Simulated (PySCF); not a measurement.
Level of theory: B3LYP-D3(BJ)/def2-TZVP // B3LYP-D3(BJ)/def2-SVP run with PySCF 2.14.0. Isolated molecules, 0 K electronic values unless said otherwise. One relaxed conformer stands for a flexible species; it need not be the lowest. B3LYP has the VWN-RPA correlation part, as in Gaussian. Excitations are Tamm–Dancoff values on a coarser integration grid. The basis has no diffuse functions, so Rydberg states are missing or too high.

Reference species (SMILES): `CC[Si](N)(N)CC` (neutral, multiplicity 1).

| Item | Value |
|---|---|
| S1 excitation (TDA) | 6.05 eV |
| HOMO–LUMO gap | 6.96 eV |

Changed species: `CC[Si](CC)(CC)N` (3 of 4 NH2 replaced by C2H5; the reference has 2 of 4 NH2 replaced by C2H5).

Problem. What does the change do to the S1 excitation (TDA) and HOMO–LUMO gap?

Solution. the S1 excitation (TDA) increases by 0.05 eV, to 6.10 eV; the HOMO–LUMO gap rises by 0.12 eV, to 7.08 eV.
